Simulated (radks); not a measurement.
The numbers below are computed, except where a source is named.
The iron ion Fe7+, configuration [Ar] 3d1. Code: a radial shooting solver on a logarithmic mesh with Libxc functionals. Model: Dirac Kohn-Sham, BLYP, spin-unpolarised, spherical densities, finite nucleus; open shells are shared between the two j in proportion to 2j + 1; Fermi nuclear charge, rms radius 3.7377 fm.

Spin-orbit splittings of the eigenvalues, e(l+1/2) - e(l-1/2), with zeta = 2 splitting/(2l+1) and mean radii in bohr:

shell,occ.,splitting (eV),zeta (eV),<r> j=l-1/2,<r> j=l+1/2
2p,6,12.48,8.321,0.2332,0.2363
3p,6,1.896,1.264,0.7726,0.7792
3d,1,0.2716,0.1086,0.7833,0.7851
4p,0,0.4357,0.2905,1.832,1.842
